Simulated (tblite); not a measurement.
Compound: C2H4F3OSi (doublet state).
SMILES with atom numbers: `[O:1][SiH2:2][CH2:3][C:4]([F:5])([F:6])[F:7]` (hydrogens: H8, H9 on Si2; H10, H11 on C3)

Structure optimised with GFN2-xTB, isolated species. This method treats the open shell by occupation alone, without spin polarisation.

**Question.** Give the optimised bond lengths and angles.

**Answer.** 
| bond | length (Å) |
| --- | --- |
| O1–Si2 | 1.531 |
| Si2–C3 | 2.028 |
| C3–C4 | 1.486 |
| C4–F5 | 1.349 |
| C4–F6, C4–F7 | 1.339 |
| Si2–H8, Si2–H9 | 1.466 |
| C3–H10, C3–H11 | 1.081 |

Bonds in one row agree within 0.01 Å and their mean is given. A selection of angles:
| angle | degrees |
| --- | --- |
| O1–Si2–C3 | 97.1 |
| O1–Si2–H8 | 120.3 |
| C3–Si2–H8 | 100.4 |
| C3–Si2–H9 | 100.7 |
| H8–Si2–H9 | 111.5 |
| Si2–C3–C4 | 109.2 |
| Si2–C3–H10 | 106.0 |
| C4–C3–H10 | 111.7 |
| H10–C3–H11 | 112.0 |
| C3–C4–F5 | 110.8 |
| C3–C4–F6 | 113.4 |
| F5–C4–F6 | 106.0 |
| F6–C4–F7 | 106.7 |

Dihedral angles: O1–Si2–C3–C4 180° (antiperiplanar); Si2–C3–C4–F5 180° (antiperiplanar).

Si2 (silicon bonded to C, O and 2 H) is distorted tetrahedral (angles from 97.1° to 120.4°). Of the pairs four or more bonds apart, F6···H8 is among the closest relative to their van der Waals radii: 2.74 Å, 103 % of the sum of Bondi's values.

Point group: Cs (tolerance 0.08 Å). GFN2-xTB frequencies show an imaginary mode (157i cm⁻¹), so the point is no minimum at that level.

On Arm Neoverse V2, one thread, shared host with 96 logical CPUs at a one-minute load of 24, this took 0.14 s of wall time. These figures are those of the optimisation.

One conformer stands for the species.

The numbers are calculated, not measured.
